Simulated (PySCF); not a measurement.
C₄H₂ClF, SMILES Cl/C(=C/C#C)F. Geometry: PBE-D3(BJ)/def2-SVP. The structure was generated by enumeration; whether it is a known compound was not checked.

Computed equilibrium geometry at PBE-D3(BJ)/def2-SVP (PySCF confirms it by a frequency run) as Cartesian coordinates in Å, and its point group:
point group Cs.
```xyz
8

C     -0.0552     3.1788     0.0000
C     -0.3580     1.9902     0.0000
C     -0.7462     0.6289     0.0000
C      0.1399    -0.3990     0.0000
F      1.4539    -0.2171     0.0000
Cl    -0.3159    -2.0608     0.0000
H      0.2193     4.2242     0.0000
H     -1.8165     0.3700     0.0000
```
